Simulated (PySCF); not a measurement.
C3H7S (SMILES C[C](C)S), doublet, at a GFN2-xTB geometry; DF-BLYP/pc-1 (PySCF).

The PySCF input:
```python
from pyscf import gto, scf, dft

mol = gto.Mole()
mol.atom = '''
    C     1.333431   -1.051811    0.067840
    C     0.026105   -0.359441    0.208596
    C    -1.237205   -1.134688    0.089299
    S     0.011941    1.340825   -0.167962
    H     1.460684   -1.490001   -0.929288
    H     1.405139   -1.865983    0.790537
    H     2.153436   -0.357223    0.237283
    H    -2.077281   -0.592706    0.525101
    H    -1.489774   -1.349897   -0.956398
    H    -1.131328   -2.088510    0.604595
    H    -1.245913    1.566753    0.221157
'''
mol.basis = 'pc-1'
mol.charge = 0
mol.spin = 1
mol.verbose = 4
mol.build()

mf = dft.UKS(mol)
mf.xc = 'blyp'
mf = mf.density_fit(auxbasis='def2-universal-jkfit')
mf.kernel()
mf.analyze()
```

It wrote (shortened):

```
PySCF version 2.14.0

[INPUT] verbose = 4
[INPUT] num. atoms = 11
[INPUT] num. electrons = 41
[INPUT] charge = 0
[INPUT] spin (= nelec alpha-beta = 2S) = 1
[INPUT] symmetry False subgroup None
[INPUT] Mole.unit = angstrom
[INPUT] Symbol           X                Y                Z      unit          X                Y                Z       unit  Magmom
[...]
nuclear repulsion = 161.278920664254
number of shells = 26
number of NR pGTOs = 161
number of NR cGTOs = 95
basis = pc-1
ecp = {}

******** <class 'pyscf.df.df_jk.DFUKS'> ********
method = DFUKS
initial guess = minao
damping factor = 0
level_shift factor = 0
DIIS = <class 'pyscf.scf.diis.CDIIS'>
diis_start_cycle = 1
diis_space = 8
diis_damp = 0
SCF conv_tol = 1e-09
SCF conv_tol_grad = None
SCF max_cycles = 50
direct_scf = False
number electrons alpha = 21  beta = 20
XC library pyscf.dft.libxc version 7.1.2
    S. Lehtola, C. Steigemann, M. J. T. Oliveira, and M. A. L. Marques,  SoftwareX 7, 1–5 (2018)
XC functionals = blyp
    A. D. Becke,  Phys. Rev. A 38, 3098 (1988)
    C. Lee, W. Yang, and R. G. Parr,  Phys. Rev. B 37, 785 (1988)
    B. Miehlich, A. Savin, H. Stoll, and H. Preuss,  Chem. Phys. Lett. 157, 200 (1989)
radial grids:
    Treutler-Ahlrichs [JCP 102, 346 (1995); DOI:10.1063/1.469408] (M4) radial grids

becke partition: Becke, JCP 88, 2547 (1988); DOI:10.1063/1.454033
pruning grids: <function nwchem_prune>
grids dens level: 3
symmetrized grids: False
atomic radii adjust function: <function treutler_atomic_radii_adjust>
small_rho_cutoff = 0
Set gradient conv threshold to 3.16228e-05
tot grids = 129896
init E= -516.740510246449

cycle= 1 E= -516.512361928705  delta_E= 0.228  |g|= 0.329  |ddm|= 2.31
cycle= 2 E= -516.402628974041  delta_E= 0.11  |g|= 0.546  |ddm|= 1.02
cycle= 3 E= -516.572139979404  delta_E= -0.17  |g|= 0.0884  |ddm|= 0.744
cycle= 4 E= -516.576368522704  delta_E= -0.00423  |g|= 0.0254  |ddm|= 0.132
cycle= 5 E= -516.576699416289  delta_E= -0.000331  |g|= 0.00591  |ddm|= 0.0331
cycle= 6 E= -516.576719288088  delta_E= -1.99e-05  |g|= 0.0019  |ddm|= 0.012
cycle= 7 E= -516.576721438378  delta_E= -2.15e-06  |g|= 0.000664  |ddm|= 0.00378
cycle= 8 E= -516.576721700174  delta_E= -2.62e-07  |g|= 0.000255  |ddm|= 0.0012
cycle= 9 E= -516.576721742034  delta_E= -4.19e-08  |g|= 4.27e-05  |ddm|= 0.000423
cycle= 10 E= -516.576721743099  delta_E= -1.07e-09  |g|= 2.73e-05  |ddm|= 7.76e-05
cycle= 11 E= -516.576721743394  delta_E= -2.95e-10  |g|= 1.46e-05  |ddm|= 4.15e-05
[...]
converged SCF energy = -516.57672174318  <S^2> = 0.75267422  2S+1 = 2.0026724
Total Energy =                        -516.576721743179974
[...]
spin_pop of  4 H 2py      -0.00001
spin_pop of  4 H 2pz       0.00001
spin_pop of  5 H 1s        0.01947
spin_pop of  5 H 2s        0.00020
spin_pop of  5 H 2px       0.00003
spin_pop of  5 H 2py      -0.00000
spin_pop of  5 H 2pz       0.00000
spin_pop of  6 H 1s        0.00390
spin_pop of  6 H 2s        0.00004
spin_pop of  6 H 2px       0.00000
spin_pop of  6 H 2py      -0.00000
spin_pop of  6 H 2pz       0.00002
spin_pop of  7 H 1s        0.01128
spin_pop of  7 H 2s        0.00011
spin_pop of  7 H 2px      -0.00000
spin_pop of  7 H 2py       0.00002
spin_pop of  7 H 2pz       0.00000
spin_pop of  8 H 1s        0.05860
spin_pop of  8 H 2s        0.00308
spin_pop of  8 H 2px       0.00004
spin_pop of  8 H 2py       0.00001
spin_pop of  8 H 2pz       0.00002
spin_pop of  9 H 1s        0.00543
spin_pop of  9 H 2s        0.00003
spin_pop of  9 H 2px       0.00001
spin_pop of  9 H 2py       0.00001
spin_pop of  9 H 2pz       0.00000
spin_pop of  10 H 1s        0.00449
spin_pop of  10 H 2s        0.00007
spin_pop of  10 H 2px       0.00006
spin_pop of  10 H 2py       0.00001
spin_pop of  10 H 2pz       0.00007
 ** Mulliken Spin Density (per atom)  **
spin density of  0 C =     -0.03293
spin density of  1 C =      0.75338
spin density of  2 C =     -0.02895
spin density of  3 S =      0.14517
spin density of  4 H =      0.05633
spin density of  5 H =      0.01970
spin density of  6 H =      0.00397
spin density of  7 H =      0.01141
spin density of  8 H =      0.06175
spin density of  9 H =      0.00548
spin density of  10 H =      0.00470
 ** Mulliken pop alpha/beta on meta-lowdin orthogonal AOs **
 ** Mulliken pop       alpha | beta **
In total            21.00000 | 20.00000
 ** Mulliken atomic charges   ( Nelec_alpha | Nelec_beta ) **
charge of  0C =     -0.28770  (     3.12739      3.16032 )
charge of  1C =     -0.10805  (     3.43072      2.67734 )
charge of  2C =     -0.28898  (     3.13001      3.15897 )
charge of  3S =      0.01383  (     8.06567      7.92050 )
charge of  4H =      0.09116  (     0.48258      0.42625 )
charge of  5H =      0.10527  (     0.45722      0.43752 )
charge of  6H =      0.10343  (     0.45027      0.44630 )
charge of  7H =      0.09666  (     0.45737      0.44597 )
charge of  8H =      0.09157  (     0.48509      0.42334 )
charge of  9H =      0.10289  (     0.45130      0.44581 )
charge of  10H =      0.07993  (     0.46238      0.45768 )
Dipole moment(X, Y, Z, Debye): -0.75022, -0.74271,  0.06765
```
